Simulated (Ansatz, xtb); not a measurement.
Breaking the Ge1–H3 bond in GeH4O (SMILES [OH][GeH3]) (multiplicity 1 held, fragments rigid). Energies count from the point at 1.542 Å.
Geometry at that point (charge 0, multiplicity 1):
```xyz
6

Ge    -0.329     0.068     0.073
O      1.357    -0.357    -0.372
H     -0.545    -0.155     1.584
H     -1.186    -0.885    -0.765
H     -0.608     1.543    -0.281
H      2.012     0.175     0.090
```

Restricted levels (R-, RO-) in cc, def2 and unpolarised 6-31G sets keep to the state of the molecule at rest. Active spaces are followed from a long bond inwards. Curves can end on different states.

Cores are frozen in the correlated methods. Filled d and f shells under p-block atoms count as core.

The values were computed with Ansatz (Gaussian basis) for Hartree–Fock, density functionals and correlated methods; xtb for the GFN methods.  The GFN methods have no spin term and hold the electronic entropy of 300 K.

Energies in kcal/mol.

| R (Å) | GFN2-xTB | R-MP2/cc-pVDZ | R-SCS-MP2/cc-pVDZ | R-CCSDT/cc-pVDZ | FIC-MRCISD+Q on CASSCF(2,2)/cc-pVDZ |
|---|---|---|---|---|---|
| 1.234 | 24.8 | 30.8 | 31.0 | 31.3 | 31.0 |
| 1.388 | 2.7 | 6.0 | 6.1 | 6.3 | 6.2 |
| 1.542 | 0.0 | 0.0 | 0.0 | 0.0 | 0.0 |
| 1.696 | 3.8 | 3.9 | 3.8 | 3.4 | 3.5 |
| 1.851 | 9.9 | 12.8 | 12.6 | 11.7 | 11.8 |
| 2.082 | 20.9 | 29.8 | 29.5 | 27.3 | 27.4 |
| 2.313 | 32.7 | 47.4 | 46.8 | 42.7 | 42.9 |
| 2.699 | 51.1 | 73.2 | 72.1 | 63.1 | 63.2 |
| 3.084 | 66.0 | 92.8 | 91.1 | 75.5 | 75.5 |
| 3.547 | 78.7 | 108.4 | 105.4 | 82.6 | 82.3 |
| 4.164 | 88.2 | 117.1 | 111.8 | 85.5 | 85.1 |
| 4.935 | 92.7 | 113.2 | 104.0 | 86.1 | 85.7 |

Doubts at one or more of the structures used: a restricted determinant that unrestricted orbitals would lower (R-MP2/cc-pVDZ, R-SCS-MP2/cc-pVDZ, R-CCSDT/cc-pVDZ); other coupled-cluster roots lie near (R-CCSDT/cc-pVDZ); T1 above 0.05 (R-CCSDT/cc-pVDZ).

Ansatz is a program for electronic structure.
